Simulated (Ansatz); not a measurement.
CH6B2GeS (`SB[B]1[CH2][GeH2]1`), relaxed with RKS PBE0-D4/def2-TZVP in Ansatz from a PBE-D4/def2-SVP geometry. The force threshold is 0.005 eV/Å; the program also tests the step.

The species carries charge 0 and has multiplicity 1.

Start:

```xyz
11

S     1.269    1.615    2.329
B     0.743    1.225    0.660
B     0.186   -0.288    0.281
C     0.382   -1.544   -0.483
Ge   -1.585   -0.494   -0.668
H     1.506    2.950    2.174
H     0.728    2.120   -0.166
H     1.269   -1.694   -1.128
H    -0.193   -2.478   -0.344
H    -2.441   -1.788   -0.723
H    -1.865    0.375   -1.931
```

```json
{"step": "1", "energy (eV)": "-69826.9060", "largest force (eV/Å)": "0.554", "largest move (Å)": "0.000"}
{"step": "2", "energy (eV)": "-69826.9436", "largest force (eV/Å)": "0.195", "largest move (Å)": "0.029"}
{"step": "3", "energy (eV)": "-69826.9455", "largest force (eV/Å)": "0.227", "largest move (Å)": "0.039"}
{"step": "4", "energy (eV)": "-69826.9483", "largest force (eV/Å)": "0.122", "largest move (Å)": "0.065"}
{"step": "5", "energy (eV)": "-69826.9524", "largest force (eV/Å)": "0.054", "largest move (Å)": "0.034"}
{"step": "6 (rejected)", "energy (eV)": "-69826.9523", "largest force (eV/Å)": "0.085", "largest move (Å)": "0.034"}
{"step": "7", "energy (eV)": "-69826.9529", "largest force (eV/Å)": "0.037", "largest move (Å)": "0.017"}
{"step": "8 (rejected)", "energy (eV)": "-69826.9528", "largest force (eV/Å)": "0.042", "largest move (Å)": "0.023"}
{"step": "9", "energy (eV)": "-69826.9531", "largest force (eV/Å)": "0.013", "largest move (Å)": "0.011"}
{"step": "10", "energy (eV)": "-69826.9531", "largest force (eV/Å)": "0.018", "largest move (Å)": "0.011"}
{"step": "11", "energy (eV)": "-69826.9532", "largest force (eV/Å)": "0.006", "largest move (Å)": "0.005"}
{"step": "12", "energy (eV)": "-69826.9532", "largest force (eV/Å)": "0.004", "largest move (Å)": "0.004"}
```

End:

```xyz
11

S     1.227    1.611    2.327
B     0.747    1.216    0.661
B     0.154   -0.265    0.281
C     0.368   -1.502   -0.496
Ge   -1.559   -0.532   -0.706
H     1.518    2.913    2.168
H     0.792    2.083   -0.163
H     1.249   -1.643   -1.119
H    -0.175   -2.434   -0.342
H    -2.440   -1.786   -0.677
H    -1.881    0.339   -1.933
```

It took 54 s on 4 threads of an Intel Xeon Platinum 8259CL on a shared host, with 0.69 GiB of host memory at the peak.
